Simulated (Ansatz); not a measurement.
input.yaml

```yaml
crystal:
  periodic: [false, false, false]
  atoms:
    - { symbol: B, position_ang: [0.0, 0.0, 0.0] }
    - { symbol: O, position_ang: [0.0, 0.0, 1.76] }
    - { symbol: H, position_ang: [-0.9095, -0.2814, 2.0971] }
    - { symbol: H, position_ang: [1.0305, 0.0, -0.595] }
    - { symbol: C, position_ang: [-1.3856, 0.0, -0.8] }
    - { symbol: H, position_ang: [-1.9458, -0.9305, -0.5708] }
    - { symbol: H, position_ang: [-1.9898, 0.8797, -0.4946] }
    - { symbol: H, position_ang: [-1.1839, 0.0508, -1.8903] }
    - { symbol: "N", position_ang: [0.0829, 1.7537, 0.5833] }
    - { symbol: H, position_ang: [0.4765, 1.9752, 1.5423] }
    - { symbol: H, position_ang: [-0.2631, 2.537, -0.0414] }
    - { symbol: H, position_ang: [0.0529, 1.1189, 1.5507] }
basis:
  gaussian: { orbitals: "6-31G*" }
hamiltonian:
  xc: hf
relax:
  f_tol: 0.15
  max_steps: 25
  restrain:
    - { distance: [0, 8], at: 2.75, k: 30.0 }
    - { distance: [11, 1], at: 2.21, k: 30.0 }
    - { distance: [0, 1], at: 1.41, k: 30.0 }
    - { distance: [11, 8], at: 1.06, k: 30.0 }
output:
  orbitals: {}
```

Run as:

```bash
$ ansatz run input.yaml --threads 1 --pin off --max-ram 2048MiB --backend cpu --events-out ev --progress --plain --runs-dir out
```

Hardware: 1 thread of Arm Neoverse V2 (shared host).

**Question.** Roughly how long does this run take, and how much memory?

**Answer.** 30 s, with a peak of 0.13 GiB, for 17 ionic steps.
